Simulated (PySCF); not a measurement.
Si(H)(F)(Br)(NH2), H3BrFNSi, SMILES N[SiH](F)Br (B3LYP/def2-SVP optimised geometry):

```
7

Si    -0.773    -0.648     0.000
N      0.929    -0.648     0.000
F     -1.438    -1.326    -1.320
Br    -1.473     1.468     0.000
H     -1.292    -1.397     1.161
H      1.464    -1.468     0.268
H      1.473     0.012    -0.546
```

Calculation: B3LYP/def2-TZVP in PySCF 2.14.0.

### Question
What are the frontier orbital energies and the dipole moment?

### Answer
HOMO-2 -8.64 eV, HOMO-1 -8.41 eV, HOMO -7.95 eV, LUMO 0.19 eV, LUMO+1 0.22 eV; dipole moment 2.59 D.

On the same geometry PBE/def2-TZVP (PySCF) gives HOMO-2 -7.53 eV, HOMO-1 -7.38 eV, HOMO -6.76 eV, LUMO -0.50 eV, LUMO+1 -0.30 eV; dipole moment 2.56 D.

Meta-Löwdin charges at B3LYP/def2-TZVP: Si1 1.14, N2 -0.73, F3 -0.51, Br4 -0.27, H5 -0.12, H6 0.25, H7 0.25.
